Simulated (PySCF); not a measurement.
# Exact mass, isotope pattern and composition

Species: `C#[N+][BH2-]F`.

All values are calculated from tables of isotopes.

Task: What are the average molar mass and the monoisotopic mass?

Result: For CH3BFN, with standard atomic weights, 1 × 12.011 + 1 × 14.007 + 1 × 10.810 + 1 × 18.998 + 3 × 1.008 = 58.850 g/mol. From the most abundant isotopes (12C, 14N, 11B, 19F, 1H), 1 × 12.000000 + 1 × 14.003074 + 1 × 11.009305 + 1 × 18.998403 + 3 × 1.007825 = 59.0343 u.

Task: What cluster does the molecular ion M+• show when like nominal masses merge?

Result: 
| nominal mass | m/z (centroid) | relative intensity |
| --- | --- | --- |
| 58 | 58.0373 | 24.8 |
| 59 | 59.0337 | 100.0 |
| 60 | 60.0356 | 1.5 |

Lines under 0.1 % of the tallest are left out. One electron mass, 0.00055 u, is taken off. Abundances used (%; other tables differ somewhat): 12C 98.93, 13C 1.07; 14N 99.632, 15N 0.368; 10B 19.9, 11B 80.1; 1H 99.9885, 2H 0.0115.

Task: Resolve the fine structure: one atom at a time replaced by a minor isotope.

Result: Intensity in % of the monoisotopic species:

```tsv
isotope	mass shift (u)	m/z	intensity (%)
10B	-0.99637	58.0373	24.84
15N	+0.99703	60.0307	0.37
13C	+1.00335	60.0371	1.08
2H	+1.00628	60.0400	0.03
```

Species under 0.02 % are left out.

Task: Which m/z would the protonated, sodiated and deprotonated molecule have?

Result: [M+H]+ 60.0415, [M+Na]+ 82.0235, [M−H]− 58.0270, for the monoisotopic species (arithmetic only; whether such ions form is another matter).

Task: Count the protons, neutrons and electrons of the monoisotopic species, and give its exact less its nominal mass.

Result: 30 protons, 29 neutrons and 30 electrons; 59.0343 − 59 = +0.0343 u.

Task: What is the composition by mass?

Result: C 20.41 %, N 23.80 %, B 18.37 %, F 32.28 %, H 5.14 %.
